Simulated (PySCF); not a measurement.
## A small calculation by hand: entropy of an ideal gas

B(Br)(NH2)2 (BBrH4N2), SMILES NB(Br)N.

The structure is a stationary point at PBE0-D3(BJ)/def2-SVP. The structure was generated by enumeration, and PubChem lists no compound with its InChIKey, so it may never have been made. The values are those of a single conformer.

PBE0-D3(BJ)/def2-SVP (PySCF) gives the harmonic wavenumbers 281, 311, 319, 361, 370, 502, 534, 578, 846, 929, 1224, 1440, 1581, 1609, 3651, 3656, 3766, 3767 cm⁻¹ and the rotational temperatures 0.4306, 0.1382, 0.1046 K. The molar mass is 122.76 g/mol, the symmetry number 2, the spin multiplicity 1.

### Question
Work out the entropy at 298.15 K and 1 atm in the rigid-rotor, harmonic-oscillator model.

### Answer

Translation (Sackur–Tetrode at 1 atm): S = R[1.5 ln M + 2.5 ln T − 1.16487] = 168.7 J/(mol K).
Rotation: q = (√π/σ) T^1.5/√(θA θB θC) = 57800, S = R[ln q + 3/2] = 103.6 J/(mol K).
Vibration: with u = 1.4388 ν/T, each mode gives R[u/(e^u − 1) − ln(1 − e^−u)]:
```
ν (cm⁻¹)  modes     u  S (J/(mol K))
--------  -----  ----  -------------
281           1  1.36           6.39
311           1  1.50           5.68
319           1  1.54           5.50
361           1  1.74           4.68
370           1  1.79           4.52
502           1  2.42           2.73
534           1  2.58           2.42
578           1  2.79           2.05
846           1  4.08           0.72
929           1  4.48           0.52
1224          1  5.91           0.16
1440          1  6.95           0.06
1581          1  7.63           0.03
1609          1  7.76           0.03
```
The stiffer modes add less than 0.005 each. Sum 35.5 J/(mol K).
Spin: R ln 1 = 0.0 J/(mol K).
Total 307.9 J/(mol K); the program's own thermochemistry gives 307.8. Translation makes up 55 % and vibration 12 %. Anharmonicity, hindered rotation and orbital degeneracy are left out.
